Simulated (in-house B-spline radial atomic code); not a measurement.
Ti⁷⁺. Computed with a B-spline radial atomic code. Model: all-electron spherical atom, spin shells full or empty, radial basis limit, no spin-orbit coupling, Breit or QED, empty-state partial waves extrapolated as (l+1/2)^-4, RPA, G0W0 and static COHSEX of the highest shell as one setting changes (uncorrelated shells keep exact exchange).

Given: element Ti; charge 7; filled core Ne; hamiltonian one-electron scalar X2C; mean-field start PBE; highest l of empty states 9; nuclear rms radius 3.5921 fm; highest mean-field shell 3p up.

Shell: 3s 1 1, 3p 3 0 (electrons up and down).

| lowest nl shells left uncorrelated | RPA correlation energy (hartree) | G0W0 level (eV) | G0W0 minus most complete (meV) | COHSEX level (eV) | linearised minus solved G0W0 (meV) |
| --- | --- | --- | --- | --- | --- |
| 0 | -0.98897 | -169.17 | 0 | -172.73 | -22.1 |
| 1 | -0.84926 | -169.16 | 12.3 | -172.73 | -22 |
| 2 | ? | ? | ? | ? | ? |
| 3 | ? | ? | ? | ? | ? |
| 4 | -0.10613 | -169.85 | -674.6 | -172.22 | 10.1 |

(1) What follows for lowest nl shells left uncorrelated = 3?

(2) What follows for lowest nl shells left uncorrelated = 2?

## Answers

(1) RPA correlation energy -0.28538 hartree; G0W0 level -168.95 eV; G0W0 minus most complete 221.1 meV; COHSEX level -172.33 eV; linearised minus solved G0W0 -21.7 meV.

(2) RPA correlation energy -0.69603 hartree; G0W0 level -169.14 eV; G0W0 minus most complete 35.2 meV; COHSEX level -172.7 eV; linearised minus solved G0W0 -22 meV.
